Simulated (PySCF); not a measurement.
**Gallium: a sound run and one with changed settings**

Sound run: Ga [Ar] 3d10 4s2 4p1, Ga⁺ [Ar] 3d10 4s2. Computed with PySCF 2.14 in def2-TZVP (6s5p4d1f, 48 functions), with no relativity, point nucleus. In the sound run the correlated levels freeze [Ar] 3d10. The sound run starts from symmetry-adapted Hartree-Fock orbitals and uses a fine grid where one is needed.

Changed run: basis STO-3G. This setting is unsound on purpose.

```csv
species,method,sound run (hartree),changed run (hartree),converged
Ga,UHF,-1923.22349,-1900.72850,yes
Ga,PBE0,-1924.55212,-1901.71407,yes
Ga,MN15,-1925.10400,-1899.74087,yes
Ga,MP2,-1923.25738,-1900.74261,yes
Ga,CCSD(T),-1923.27127,-1900.75372,yes
Ga⁺,UHF,-1923.01942,-1900.61973,yes
Ga⁺,PBE0,-1924.33167,-1901.57908,yes
Ga⁺,MN15,-1924.88291,-1899.63432,yes
Ga⁺,MP2,-1923.04585,-1900.64155,yes
Ga⁺,CCSD(T),-1923.05668,-1900.65720,yes
```

Ionisation energy of Ga:

| method | sound run (eV) | changed run (eV) |
| --- | --- | --- |
| UHF | 5.553 | 2.960 |
| PBE0 | 5.999 | 3.673 |
| MN15 | 6.016 | 2.899 |
| MP2 | 5.756 | 2.750 |
| SCS-MP2 | 5.739 | 2.708 |
| CCSD | 5.816 | 2.626 |
| CCSD(T) | 5.839 | 2.626 |

A minimal basis cannot let orbitals breathe on ionisation and holds almost no correlation.

For comparison, NIST gives 5.999 eV between the lowest levels.
